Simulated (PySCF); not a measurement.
**Working out the ionisation energy of Pt+**

Pt+ [Xe] 4f14 5d9 (2D) → Pt(2+) [Xe] 4f14 5d8 (3F). All numbers are calculated (PySCF 2.14, scalar relativity by spin-free X2C-1e, in x2c-TZVPPall). Frozen: [Xe] 4f14. Energies in hartree (1 hartree = 27.21139 eV):

```
            part    Pt+ (lower)  Pt(2+) (upper)
             UHF  -18409.858829   -18409.236283
CCSD correlation      -0.242499       -0.186316
             (T)      -0.009457       -0.005205
```

Problem. What does Hartree-Fock give?

Solution. (-18409.236283) − (-18409.858829) = 0.622546 hartree = 16.940 eV.

Problem. What do CCSD and CCSD(T) give?

Solution. The CCSD correlation energies differ by 0.056183 hartree = 1.529 eV and the triples by 0.004252 hartree = 0.116 eV, so CCSD gives 18.469 eV and CCSD(T) 18.585 eV.

A first-order spin-orbit estimate adds -0.352 eV to CCSD(T) (valence), giving 18.233 eV against 18.56 ± 0.12 eV (measured; NIST Atomic Spectra Database, ionization energies).

What remains against the reference includes basis incompleteness, the frozen core and higher excitations.
